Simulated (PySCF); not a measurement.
# Dipole moment and polarisability of `Cc1csc([SiH3])p1`

Species: C4H7PSSi.
Geometry (GFN2-xTB, Å), atoms numbered from 1 in this order:
```xyz
14
C4H7PSSi angstrom
C     -2.7109   -0.5841   -0.0211
C     -1.2978   -0.0857    0.0288
C     -0.9866    1.2066    0.2928
S      0.6736    1.6320    0.3267
C      1.2679    0.0497   -0.0229
Si     3.1304   -0.1873   -0.1677
P      0.0855   -1.1743   -0.2429
H     -3.1365   -0.6215    0.9819
H     -3.3312    0.0744   -0.6276
H     -2.7404   -1.5861   -0.4435
H     -1.6952    1.9940    0.4826
H      3.5916    0.4435   -1.4077
H      3.3799   -1.6263   -0.1795
H      3.7687    0.4647    0.9780
```

Level: PBE0/def2-SVPD (PySCF), static field, nuclei fixed, core orbitals frozen in the response. The polarisability tensor in these axes (au):

```
x   150.09   4.62  -2.19
y     4.62 120.16   8.41
z    -2.19   8.41  80.87
```

**Question.** What are the eigenvalues, a third of the trace, and Δα (Δα² = ½Σ(αi − αj)² over the three pairs)?

**Answer.** Principal values 79.01, 121.31 and 150.80 au; mean 117.04 au = 17.34 Å³ = 19.30 × 10⁻⁴⁰ C²·m²/J; Δα = 62.50 au (53 % of the mean).

**Question.** What is the dipole moment, and where does it point?

**Answer.** (-1.28, 0.87, 0.25) D, 1.57 D in size, pointing from the negative to the positive side. Measured along this direction, the outermost atoms are H13 at the negative end and H9 and H11 at the positive end.

**Question.** Rayleigh depolarisation ratio (linearly polarised light, static tensor)?

**Answer.** ρ = 3Δα²/(45ᾱ² + 4Δα²) = 11719.2/(616424 + 15625.7) = 0.0185.

**Question.** Orientational against electronic polarisability at 298 K (dilute gas, rigid molecules)?

**Answer.** In Gaussian units μ²/3kT = 19.99 Å³ against 17.34 Å³, a ratio of 1.15; the Debye molar polarisation (4π/3)N_A(α + μ²/3kT) is 94.2 cm³/mol, leaving out the vibrational part.

**Question.** Estimate the molar refractivity from the static electronic polarisability.

**Answer.** Lorentz–Lorenz: R = (4π/3)N_A α = 2.5225 cm³/(mol·Å³) × 17.34 Å³ = 43.7 cm³/mol, in the limit of long wavelengths.

Isolated species at its GFN2-xTB geometry, gas phase. GFN2-xTB frequencies show an imaginary mode (43i cm⁻¹), so this geometry is no minimum at that level.
